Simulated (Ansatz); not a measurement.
H8OSSi3, SMILES `O[Si]([SiH3])([SiH3])S`, relaxed with RKS PBE0-D4/def2-TZVP in Ansatz from a PBE-D4/def2-SVP geometry. The force threshold is 0.005 eV/Å; the program also tests the step.

The species carries charge 0 and has multiplicity 1.

Start:

```xyz
13

O    -0.338    1.910    0.771
Si   -0.367    0.347    0.126
Si    0.403    0.280   -2.104
Si    0.889   -0.968    1.609
S    -2.362   -0.507   -0.018
H    -0.860    2.563    0.270
H     0.441   -1.138   -2.608
H     1.789    0.864   -2.182
H    -0.503    1.091   -2.996
H     0.164   -1.063    2.927
H     2.265   -0.402    1.844
H     1.021   -2.350    1.029
H    -2.543   -0.628    1.330
```

Question: How much energy does the relaxation release, and in how many steps? (Best estimate.)

Answer: Computed: 5.68 kJ/mol, in 10 steps, 1 of them rejected.

Question: Which bonds change most? (Best estimate.)

Answer: Ansatz gave: O1–Si2 from 1.691 to 1.654 Å; Si2–S5 from 2.175 to 2.147 Å; S5–H13 from 1.365 to 1.345 Å; Si4–H10 from 1.508 to 1.489 Å.

Question: Give the relaxed structure. (An estimate is asked.)

Answer: Computed: 
```xyz
13

O    -0.330    1.882    0.748
Si   -0.360    0.351    0.122
Si    0.408    0.265   -2.096
Si    0.891   -0.965    1.592
S    -2.349   -0.446   -0.017
H    -0.918    2.528    0.349
H     0.450   -1.143   -2.570
H     1.777    0.843   -2.175
H    -0.489    1.050   -2.989
H     0.168   -1.082    2.889
H     2.239   -0.386    1.836
H     1.045   -2.322    1.002
H    -2.532   -0.575    1.309
```
